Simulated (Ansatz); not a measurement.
Born–Oppenheimer molecular dynamics of CH$_{5}$AlCl$_{2}$O (10 atoms, charge 0, multiplicity 1). It starts from a rough guess of a transition structure, not a stationary point.

These are results of UKS B3LYP-D4/6-31G (Ansatz), not measurements.

| Item | Value |
| --- | --- |
| ensemble | NVE (velocity Verlet) |
| time step | 0.5 fs |
| steps asked | 150 |
| starting velocities drawn for | 1000 K |
| seed | 515170 |

Frames 1 fs apart, positions in Å.

Velocities at 20.0 fs (Å/ps):

```
Al 14.19 -2.17 -11.55
O 9.14 1.13 2.70
C -17.01 7.18 2.01
Cl -13.05 0.11 -3.43
Cl 2.67 -3.60 9.78
H 30.81 12.33 33.48
H 36.70 52.13 -14.75
H 22.21 -6.23 12.41
H -11.23 -1.45 -9.44
H -35.51 20.62 -2.92
```

```xyz
10
Properties=species:S:1:pos:R:3 time_fs=20.0 energy_less_start_eV=-0.752 T=1730
Al 0.138 1.514 0.936
O 0.183 -0.246 -0.023
C -0.583 -1.467 -0.780
Cl -1.677 2.654 0.506
Cl 1.032 1.120 2.911
H 1.172 -0.218 -0.610
H 1.526 2.548 0.159
H -0.951 -0.973 -1.732
H 0.179 -2.222 -0.877
H -1.397 -1.838 -0.167
10
Properties=species:S:1:pos:R:3 time_fs=21.0 energy_less_start_eV=-0.808 T=1783
Al 0.152 1.512 0.925
O 0.193 -0.245 -0.021
C -0.600 -1.459 -0.778
Cl -1.690 2.654 0.502
Cl 1.035 1.116 2.921
H 1.185 -0.205 -0.565
H 1.556 2.593 0.146
H -0.927 -0.983 -1.715
H 0.169 -2.224 -0.888
H -1.432 -1.815 -0.168
10
Properties=species:S:1:pos:R:3 time_fs=22.0 energy_less_start_eV=-0.972 T=1939
Al 0.168 1.511 0.913
O 0.205 -0.245 -0.021
C -0.616 -1.449 -0.776
Cl -1.703 2.654 0.499
Cl 1.038 1.113 2.931
H 1.165 -0.193 -0.499
H 1.571 2.623 0.138
H -0.902 -0.997 -1.696
H 0.157 -2.225 -0.900
H -1.465 -1.788 -0.167
10
Properties=species:S:1:pos:R:3 time_fs=23.0 energy_less_start_eV=-1.068 T=2027
Al 0.184 1.510 0.900
O 0.218 -0.245 -0.022
C -0.632 -1.439 -0.772
Cl -1.716 2.654 0.496
Cl 1.040 1.109 2.941
H 1.119 -0.183 -0.422
H 1.571 2.637 0.135
H -0.882 -1.009 -1.684
H 0.141 -2.224 -0.910
H -1.494 -1.756 -0.165
10
Properties=species:S:1:pos:R:3 time_fs=24.0 energy_less_start_eV=-0.902 T=1870
Al 0.200 1.510 0.888
O 0.230 -0.246 -0.023
C -0.645 -1.429 -0.767
Cl -1.730 2.653 0.492
Cl 1.042 1.105 2.951
H 1.073 -0.179 -0.345
H 1.557 2.635 0.137
H -0.868 -1.013 -1.688
H 0.119 -2.220 -0.918
H -1.517 -1.720 -0.162
10
Properties=species:S:1:pos:R:3 time_fs=25.0 energy_less_start_eV=-0.785 T=1767
Al 0.217 1.510 0.875
O 0.240 -0.247 -0.024
C -0.657 -1.419 -0.761
Cl -1.743 2.653 0.489
Cl 1.044 1.101 2.960
H 1.067 -0.181 -0.287
H 1.529 2.617 0.143
H -0.863 -1.007 -1.708
H 0.091 -2.214 -0.920
H -1.533 -1.678 -0.159
10
Properties=species:S:1:pos:R:3 time_fs=26.0 energy_less_start_eV=-1.155 T=2112
Al 0.234 1.512 0.862
O 0.244 -0.249 -0.024
C -0.666 -1.408 -0.753
Cl -1.756 2.652 0.486
Cl 1.046 1.097 2.970
H 1.126 -0.189 -0.256
H 1.488 2.584 0.153
H -0.864 -0.994 -1.739
H 0.059 -2.207 -0.917
H -1.544 -1.633 -0.153
10
Properties=species:S:1:pos:R:3 time_fs=27.0 energy_less_start_eV=-1.387 T=2335
Al 0.251 1.514 0.850
O 0.246 -0.250 -0.023
C -0.674 -1.395 -0.746
Cl -1.769 2.651 0.483
Cl 1.048 1.093 2.979
H 1.220 -0.208 -0.241
H 1.437 2.537 0.167
H -0.871 -0.977 -1.768
H 0.023 -2.202 -0.908
H -1.552 -1.586 -0.145
10
Properties=species:S:1:pos:R:3 time_fs=28.0 energy_less_start_eV=-1.278 T=2234
Al 0.268 1.517 0.837
O 0.247 -0.252 -0.022
C -0.681 -1.381 -0.739
Cl -1.781 2.650 0.480
Cl 1.050 1.089 2.989
H 1.308 -0.237 -0.231
H 1.379 2.478 0.181
H -0.880 -0.961 -1.787
H -0.011 -2.203 -0.893
H -1.558 -1.536 -0.134
10
Properties=species:S:1:pos:R:3 time_fs=29.0 energy_less_start_eV=-1.063 T=2028
Al 0.285 1.520 0.825
O 0.250 -0.254 -0.022
C -0.686 -1.365 -0.734
Cl -1.794 2.648 0.477
Cl 1.051 1.085 2.998
H 1.367 -0.278 -0.220
H 1.320 2.415 0.193
H -0.891 -0.948 -1.790
H -0.044 -2.211 -0.873
H -1.564 -1.486 -0.118
10
Properties=species:S:1:pos:R:3 time_fs=30.0 energy_less_start_eV=-0.891 T=1863
Al 0.301 1.523 0.813
O 0.254 -0.256 -0.023
C -0.690 -1.347 -0.731
Cl -1.806 2.647 0.474
Cl 1.053 1.081 3.006
H 1.385 -0.326 -0.207
H 1.272 2.354 0.197
H -0.903 -0.938 -1.775
H -0.075 -2.226 -0.849
H -1.570 -1.434 -0.101
10
Properties=species:S:1:pos:R:3 time_fs=31.0 energy_less_start_eV=-0.874 T=1848
Al 0.316 1.526 0.803
O 0.261 -0.258 -0.024
C -0.693 -1.327 -0.728
Cl -1.817 2.644 0.471
Cl 1.054 1.077 3.015
H 1.361 -0.379 -0.192
H 1.246 2.307 0.184
H -0.914 -0.931 -1.746
H -0.106 -2.245 -0.820
H -1.574 -1.383 -0.082
```

Of the whole run (75 fs, mean temperature of the second half 1737 K): The conserved energy stayed within 1 meV per atom of its start (net change -0.45 meV per atom), so the integration is sound. The system heated up, since it started high on the potential surface and ran downhill. A run of 0.075 ps of so small a system gives no equilibrium averages. The orbitals stay closed-shell, which can raise the energy where a bond breaks towards radicals; this wasn't checked here. Limits of this set-up: no polarisation functions.

Run time: 17 min on 1 thread of Arm Neoverse V1, on a shared host, peak memory 0.23 GiB.
